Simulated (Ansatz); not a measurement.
Calculation: Ansatz (a program for electronic structure) with frozen-core CCSD(T)/cc-pVTZ // PBE0-D3(BJ)/def2-TZVP.

Ansatz 0.2 input:
```yaml
crystal:
  periodic: [false, false, false]
  atoms:
    - { symbol: O, position_ang: [1.744425, 0.03395, 0.280605] }
    - { symbol: C, position_ang: [0.531051, 0.010319, 0.2327] }
    - { symbol: O, position_ang: [-0.608893, -0.011841, 0.187667] }
    - { symbol: H, position_ang: [-1.666577, -0.032423, 0.145873] }
basis:
  gaussian: { orbitals: cc-pVTZ }
correlation:
  method: ccsd_t
total_charge: 2
magnetization:
  spin_polarized: true
  initial_magnetization: 1
```

Output:

```
Functional definition: HF
634 factors; integrals over basis functions are off by at most 1.3e-3 eV
mean field evaluation 1: about -5087.6575 eV, gradient 4.0e1 eV
mean field evaluation 2: about -5087.6582 eV, gradient 4.0e1 eV
mean field evaluation 4: about -5092.3547 eV, gradient 3.9e0 eV
mean field evaluation 8: about -5092.4619 eV, gradient 3.0e-1 eV
mean field evaluation 16: about -5092.4646 eV, gradient 8.6e-7 eV
mean field evaluation 32: about -5092.3512 eV, gradient 3.9e0 eV
mean field evaluation 64: about -5092.4646 eV, gradient 4.0e-3 eV
mean field evaluation 96: about -5092.4646 eV, gradient 9.6e-3 eV
mean field evaluation 128: about -5092.4633 eV, gradient 1.6e-1 eV
mean field -5092.46456745 eV, -187.1446210573 hartree, gradient 1.8e-9 eV, S^2 0.799444; 5 other end points of the search recorded, 0 dependent functions left out
3 core orbitals not correlated
reference -5092.46456745 eV, -187.1446210573 hartree; 8, 7 occupied and 93, 94 virtual orbitals, 634 factors
second order -14.44547769 eV of doubles, -0.00000000 eV of singles
cycle   1  -14.19589711 eV  change    2.5e-1 eV  update   1.1e-1
cycle   2  -14.65380462 eV  change   -4.6e-1 eV  update   3.8e-2
cycle   3  -14.80669852 eV  change   -1.5e-1 eV  update   2.5e-2
cycle   4  -14.80174686 eV  change    5.0e-3 eV  update   9.7e-3
cycle   5  -14.80356658 eV  change   -1.8e-3 eV  update   6.2e-3
cycle   6  -14.81132926 eV  change   -7.8e-3 eV  update   3.2e-3
cycle   7  -14.81271657 eV  change   -1.4e-3 eV  update   1.9e-3
cycle   8  -14.81361408 eV  change   -9.0e-4 eV  update   7.6e-4
cycle   9  -14.81340242 eV  change    2.1e-4 eV  update   2.4e-4
cycle  10  -14.81330455 eV  change    9.8e-5 eV  update   9.8e-5
cycle  11  -14.81335694 eV  change   -5.2e-5 eV  update   3.8e-5
cycle  12  -14.81336074 eV  change   -3.8e-6 eV  update   1.7e-5
perturbative correction -0.69047343 eV, -0.0253744305 hartree
Total energy: -5107.96840161 eV, -187.7143764540 hartree
```

Cost: around 30 core-seconds (rough).
